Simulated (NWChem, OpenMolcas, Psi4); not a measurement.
## Predicting a hybrid from its neighbours: RbCl

RbCl has 2 atoms, charge 0, and is taken as a singlet. SMILES: `[Cl][Rb]`. The shape is that of a PBE0-D4/def2-TZVP optimisation.

The dipole moment y, in D, basis def2-TZVPP with a core potential; a is the functional's share of exact exchange. Programs: NWChem 7.3.0, OpenMolcas 26.06, Psi4 1.11.

| functional | program | a | y (D) |
| --- | --- | --- | --- |
| revPBE | OpenMolcas | 0 | 10.44 |
| BLYP | OpenMolcas | 0 | 10.36 |
| TPSSh | Psi4 | 0.1 | ? |
| B3LYP | OpenMolcas | 0.2 | 10.71 |
| PBE0 | NWChem | 0.25 | 10.82 |
| BHLYP | OpenMolcas | 0.5 | 11.02 |

Task: Fit y = c + s·a to the known rows and predict TPSSh.

Result: 
1. Means of the 5 rows: a = 0.1900, y = 10.670.
2. Σ(Δa)² = 0.172, Σ(Δa·Δy) = 0.2205, so the slope is 0.2205/0.172 = 1.282.
3. Intercept: 10.670 − (1.282) × 0.1900 = 10.426. The largest residual of the fit is 0.074.
4. TPSSh: 10.426 + (1.282) × 0.1 = 10.55 D.

The run gave 10.77 D, so the prediction is off by -0.22 D, more than the largest residual. More exact exchange makes the molecule more polar here. The rows mix families of semi-local functionals, which the line can't see.
